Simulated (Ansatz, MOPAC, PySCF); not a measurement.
Stepwise substitution at one centre (B Cl-Br). All species are isolated molecules in the gas phase. Strings in code marks are SMILES.

Quantity: vertical ionisation energy (energy after one electron is removed minus that of the parent at the parent's geometry), in eV.

Level 1: frozen-core CCSD(T)/cc-pVTZ // PBE0-D4/def2-TZVP (Ansatz, a first-principles code)
Level 2: PBE-D3(BJ)/def2-TZVP // PBE0-D4/def2-TZVP (PySCF)
Level 3: PBE/6-31G* // PBE0-D4/def2-TZVP (PySCF)
Level 4: minus the HOMO energy of AM1 // PBE0-D4/def2-TZVP (MOPAC)

| species | level 2 | level 3 | level 4 |
|---|---|---|---|
| `ClB(Cl)Br` | 10.38 | 10.41 | 11.64 |

Task: What does level 1 give for each?

Result: 
- `ClB(Cl)Br`: 11.08
